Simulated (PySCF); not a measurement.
C2H14Si4, SMILES [SiH3]C[SiH2][SiH2]C[SiH3]. Atoms are numbered in the order given.

```xyz
20

Si     3.6703     1.1331    -0.3706
C      2.3799    -0.0053     0.3918
Si     0.6286     0.2305    -0.2764
Si    -0.8614    -1.2684     0.7499
C     -2.5599    -1.2774    -0.0763
Si    -3.3750     0.4130    -0.2158
H      3.7472     0.9093    -1.8472
H      3.3056     2.5628    -0.1279
H      5.0238     0.8835     0.2168
H      2.6844    -1.0529     0.2257
H      2.3651     0.1539     1.4838
H      0.1849     1.6411    -0.0366
H      0.6162     0.0065    -1.7590
H     -1.0050    -0.8868     2.1926
H     -0.2573    -2.6409     0.7112
H     -2.4536    -1.6970    -1.0914
H     -3.2238    -1.9565     0.4856
H     -3.4572     1.0672     1.1266
H     -4.7570     0.3002    -0.7760
H     -2.5679     1.2921    -1.1173
```

Coordinates come from a PBE0-D3(BJ)/def2-SVP optimisation. This is a generated structure with no PubChem entry under its InChIKey; it may be hypothetical. Other conformers were not sampled.

All values below come from SMD-M06-2X/def2-SVP (PySCF).

Solvation free energies are E(SMD) − E(gas) at the gas-phase geometry, for 1 M in both phases. In vacuum the dipole moment is 1.20 D.

Estimate the solvation free energies in water, cyclohexanone, N,N-dimethylformamide. (Estimate from the structure and the level; the computed values follow.)


```tsv
solvent	ΔG(solv) (kcal/mol)	its non-electrostatic (CDS) part	dipole (D)
water	4.4	6.4	1.79
cyclohexanone	-1.0	0.8	1.72
N,N-dimethylformamide	-1.1	0.9	1.77
```
